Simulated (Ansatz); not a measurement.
`FC(F)(F)C1=CC(C(F)(F)F)=[O+][Al-]([Cl])([Cl])[O]1`, relaxed with RKS PBE-D4/def2-SVP in the Gaussian-basis code of Ansatz from a rough embedded geometry. The force threshold is 0.03 eV/Å; the program also tests the step.

Charge 0, multiplicity 1.

Start:

```xyz
17

F     1.968    2.031    1.612
C     1.739    2.041    0.221
F     2.858    1.591   -0.461
F     1.504    3.259   -0.195
C     0.572    1.122   -0.063
C     0.666   -0.162    0.318
C    -0.403   -1.223    0.140
C    -0.102   -2.626    0.614
F     0.120   -2.562    2.006
F    -1.213   -3.419    0.374
F     0.973   -3.081   -0.035
O    -1.526   -0.978   -0.395
Al   -2.025    0.728   -1.091
Cl   -3.801    1.477    0.039
Cl   -2.407    0.604   -3.234
O    -0.518    1.702   -0.653
H     1.594   -0.504    0.803
```

Question: By how much does the energy fall, and how many steps does the optimiser take? (An estimate is asked.)

Answer: Ansatz gave: 92.28 kJ/mol, in 5 steps.

Question: Which bonds change most? (An estimate is asked.)

Answer: Computed: Al13–Cl14 from 2.234 to 2.104 Å; C6–C7 from 1.517 to 1.405 Å; C5–O16 from 1.368 to 1.278 Å; Al13–Cl15 from 2.181 to 2.104 Å.

Question: Give the relaxed structure. (Best estimate.)

Answer: Ansatz gave: 
```xyz
17

F     1.981    2.098    1.514
C     1.701    2.071    0.194
F     2.796    1.626   -0.457
F     1.420    3.307   -0.218
C     0.523    1.105   -0.061
C     0.664   -0.233    0.342
C    -0.372   -1.159    0.138
C    -0.153   -2.611    0.614
F     0.075   -2.618    1.945
F    -1.209   -3.379    0.349
F     0.934   -3.127    0.001
O    -1.502   -0.916   -0.409
Al   -2.071    0.724   -1.079
Cl   -3.648    1.454    0.108
Cl   -2.234    0.601   -3.173
O    -0.501    1.616   -0.632
H     1.594   -0.558    0.825
```
